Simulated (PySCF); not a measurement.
**Nd: excitation energy**

Nd [Xe] 4f4 6s2 (high-spin determinant) → Nd [Xe] 4f4 6s1 6p1 (high-spin determinant), as a difference of total energies. Computed with PySCF 2.14 in cc-pVDZ-X2C (8s7p5d3f1g, 84 functions), with the spin-free X2C one-electron Hamiltonian (Gaussian nucleus). Correlated levels: valence: [Kr] 4d10 frozen; valence and next inner shell: [Ar] 3d10 frozen. The calculations carry no spin-orbit coupling.

```json
{"method": "UHF", "excitation energy (cm⁻¹)": "6986.4"}
{"method": "PBE", "excitation energy (cm⁻¹)": "13224"}
{"method": "PBE0", "excitation energy (cm⁻¹)": "12375"}
{"method": "r2SCAN", "excitation energy (cm⁻¹)": "10443"}
{"method": "BHandHLYP", "excitation energy (cm⁻¹)": "13733"}
{"method": "MP2 (valence)", "excitation energy (cm⁻¹)": "13778"}
{"method": "SCS-MP2 (valence)", "excitation energy (cm⁻¹)": "14333"}
{"method": "MP2 (valence and next inner shell)", "excitation energy (cm⁻¹)": "14032"}
{"method": "SCS-MP2 (valence and next inner shell)", "excitation energy (cm⁻¹)": "14454"}
```

Q: Estimate what LDA gives.

A: 14661 cm⁻¹, closest to SCS-MP2 (valence and next inner shell) among the rows shown.

Q: Estimate what TPSS gives.

A: 12359 cm⁻¹, closest to PBE0 among the rows shown.

A first-order spin-orbit estimate (lowest level to lowest level, LS coupling) adds -0.049 eV.

The basis was made for the ground configuration and has no added diffuse functions, so the excitation energy can come out too high.

The determinant of the upper state and of the lower state mixes LS terms, which raises its energy above the lowest term, most at the Hartree-Fock and MP2 levels.
